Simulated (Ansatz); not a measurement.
Calculated with Ansatz (gas phase, PBE0-D4/def2-TZVP geometries, no zero-point term in ΔE). CCSD(T)/CBS is the MP2 limit (def2-TZVPP, def2-QZVPP) plus CCSD(T) − MP2 in def2-TZVPP, frozen cores. This one scheme is used for every species. DFT in def2-TZVPP. B3LYP here is the variant with VWN-RPA as its local correlation; programs differ in this. def2 core potentials past Kr. For Sn outer-core shells are correlated without core-valence functions, which leaves a few kJ/mol of doubt a bond. One conformer a species, not always the lowest.

Reaction (hydrogenolysis of the Si–O bond): `O[SiH2][O][SnH3]` + H₂ → `[SiH3][O][SnH3]` + H₂O

`O[SiH2][O][SnH3]`:

Z-matrix (Å, degrees):
```
Si
O 1 1.622
O 1 1.648 2 112.8
H 1 1.484 2 111.2 3 -116.1
H 1 1.486 2 107.0 3 121.5
Sn 2 1.968 1 132.8 3 53.1
H 3 0.958 1 117.3 2 73.6
H 6 1.704 2 107.2 1 34.3
H 6 1.703 2 106.3 1 -86.5
H 6 1.700 2 103.9 1 154.3
```

H₂:

```xyz
2

H     0.155    0.294    0.169
H    -0.155   -0.294   -0.169
```

`[SiH3][O][SnH3]`:

```xyz
9

Si    0.820   -1.235    0.689
O     0.682    0.223   -0.020
Sn   -0.775    1.331   -0.729
H     0.043   -1.298    1.961
H     2.252   -1.492    0.989
H     0.312   -2.322   -0.198
H     0.015    2.729   -1.283
H    -1.839    1.629    0.569
H    -1.510    0.434   -1.977
```

H₂O:

Z-matrix (Å, degrees):
```
O
H 1 0.960
H 1 0.960 2 105.1
```

Task: Is it downhill or uphill in electronic energy at CCSD(T)/CBS, and by how much? (An estimate is asked.)

Result: The calculation gave: Uphill: ΔE = +94.2 kJ/mol.

Task: What do these levels give: B97M-V, B3LYP-D4, ωB97X-V, CAM-B3LYP, HF/CBS(def2), MP2/CBS(def2)? (Estimate.)

Result: Ansatz gave: B97M-V 95.8, B3LYP-D4 95.7, ωB97X-V 94.1, CAM-B3LYP 93.7, HF/CBS(def2) 86.5, MP2/CBS(def2) 100.1 kJ/mol.

Largest T1 diagnostic among the species: 0.013.

In def2-TZVPP, CCSD(T) changes the Hartree–Fock value by +7.7 kJ/mol (the triples alone add +2.8 kJ/mol) and MP2 by +13.7 kJ/mol. Leaving LDA and LC-ωPBE aside and taking each functional with its dispersion term where it has one, the values, not all of them listed here, spread over 11.3 kJ/mol, from HSE06-D4 to r2SCAN-D4. LDA lies +7.7 kJ/mol from PBE without D4.
